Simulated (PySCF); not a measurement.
Species: C7H18P2.
Structure used (PBE0-D3(BJ)/def2-SVP), in Å, numbered top down from 1:
```xyz
27
C7H18P2 angstrom
C      0.3740   -2.0028   -0.1956
P      0.2149   -0.3768    0.6699
C      1.3466    0.6541   -0.3941
C      2.7960    0.1751   -0.3831
P      3.4264   -0.2385    1.3347
C     -1.4944    0.2222    0.1129
C     -1.7744    0.0551   -1.3771
C     -2.5129   -0.5830    0.9247
C     -1.5981    1.6981    0.5049
H     -0.4090   -2.6888    0.1602
H      1.3421   -2.4470    0.0814
H      0.3140   -1.9290   -1.2930
H      0.9837    0.7002   -1.4353
H      1.3006    1.6791    0.0097
H      2.8925   -0.7529   -0.9710
H      3.4390    0.9250   -0.8676
H      4.8170   -0.0852    1.0297
H      3.3154    1.0763    1.8847
H     -2.7774    0.4475   -1.6189
H     -1.0532    0.6046   -2.0017
H     -1.7569   -1.0017   -1.6834
H     -2.3404   -0.4716    2.0064
H     -3.5361   -0.2348    0.7032
H     -2.4737   -1.6573    0.6846
H     -2.6298    2.0581    0.3526
H     -0.9365    2.3336   -0.1034
H     -1.3400    1.8512    1.5651
```

Level: PBE0/pcSseg-1 in PySCF, non-relativistic, on one gas-phase PBE0-D3(BJ)/def2-SVP geometry that isn't relaxed in the solvent. The solvent is an IEF-PCM continuum (Bondi radii, 1.10 Å for H, scaled by 1.2). The model holds no explicit solvent molecules, cavitation or dispersion.

Gas phase at PBE0/pcSseg-1: HOMO -6.10 eV, LUMO 0.48 eV, dipole 2.24 D.

Task: What does the continuum do to the energy, the frontier levels and the dipole at PBE0/pcSseg-1 in cyclohexane and acetone?

Result: 
| solvent | ε | E(solvent) − E(gas) (kJ/mol) | polarisation term (kJ/mol) | distortion of the solute (kJ/mol) | HOMO (eV) | LUMO (eV) | dipole (D) |
| --- | --- | --- | --- | --- | --- | --- | --- |
| cyclohexane | 2.017 | -6.69 | -7.15 | 0.46 | -6.09 | 0.54 | 2.59 |
| acetone | 20.49 | -18.43 | -22.77 | 4.34 | -6.20 | 0.53 | 3.35 |

The first energy column is the sum of the next two and covers electrostatics alone. From cyclohexane to acetone the lowering changes by a factor 2.76, Onsager's factor (ε − 1)/(2ε + 1) by 2.30 and ε itself by 10.2.

Task: Which radius a makes the point-dipole formula ΔE = −[(ε − 1)/(2ε + 1)]·μ²/a³ give the value in acetone, with the gas-phase dipole?

Result: μ = 0.882 au and |ΔE| = 0.00702 Eh give a = 1.97 Å; the farthest nucleus lies 4.93 Å from the centroid of the nuclei, so such a sphere wouldn't even hold the nuclei. The formula assumes a rigid point dipole at the centre of a sphere.

Task: Give the dipole vector in the frame of the coordinates (D, pointing from negative to positive charge), gas and acetone.

Result: Gas (-0.49, 0.76, -2.05), solvent (-0.53, 1.10, -3.12). Its length changes by +50 % and its direction by 4°.

Task: Which Mulliken charges (PBE0/pcSseg-1) respond most in acetone (means over atoms taken as equivalent)?

Result: 
| atoms | environment | gas (e) | solvent (e) | change |
| --- | --- | --- | --- | --- |
| P2 | phosphine phosphorus | +0.354 | +0.273 | -0.081 |
| P5 | phosphine phosphorus | +0.070 | +0.003 | -0.067 |
| H17/H18 | P–H hydrogen | +0.035 | +0.053 | +0.018 |
| C6 | sp3 carbon bound to phosphorus | -0.733 | -0.719 | +0.014 |
| H13/H14 | methylene hydrogen | +0.153 | +0.166 | +0.013 |
| H15/H16 | methylene hydrogen | +0.155 | +0.166 | +0.011 |
